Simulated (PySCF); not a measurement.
Polarisability and C₆ of Li+ (lithium, charge +1)

1s2, closed-shell 1S. Computed with PySCF 2.14 in aug-cc-pVTZ (5s4p3d2f, 46 functions), with the non-relativistic Hamiltonian (point nucleus). Coupled (time-dependent) response in atomic units; α is the mean over directions.

```json
{"method": "UHF", "mean α (bohr³)": "0.1196", "C₆ (like pair)": "0.02598", "S(−4)": "0.02060"}
{"method": "PBE", "mean α (bohr³)": "0.1417", "C₆ (like pair)": "0.03316", "S(−4)": "0.02950"}
{"method": "PBE0", "mean α (bohr³)": "0.1346", "C₆ (like pair)": "0.03077", "S(−4)": "0.02652"}
{"method": "B3LYP", "mean α (bohr³)": "0.1362", "C₆ (like pair)": "0.03126", "S(−4)": "0.02722"}
{"method": "CAM-B3LYP", "mean α (bohr³)": "0.1380", "C₆ (like pair)": "0.03189", "S(−4)": "0.02801"}
```

S(−4) is the Cauchy moment in α(ω) = α(0) + S(−4) ω² + …

α(iu) at CAM-B3LYP:

| u (hartree) | α(iu) (bohr³) |
| --- | --- |
| 0 | 0.1380 |
| 0.0500 | 0.1380 |
| 0.100 | 0.1378 |
| 0.200 | 0.1369 |
| 0.300 | 0.1356 |
| 0.500 | 0.1314 |
| 0.750 | 0.1239 |
| 1.00 | 0.1148 |
| 1.50 | 0.09496 |
| 2.00 | 0.07651 |
| 3.00 | 0.04927 |
| 5.00 | 0.02307 |

For an ion, C₆ is the dispersion term alone; charge-induced terms of lower order in 1/R come first.
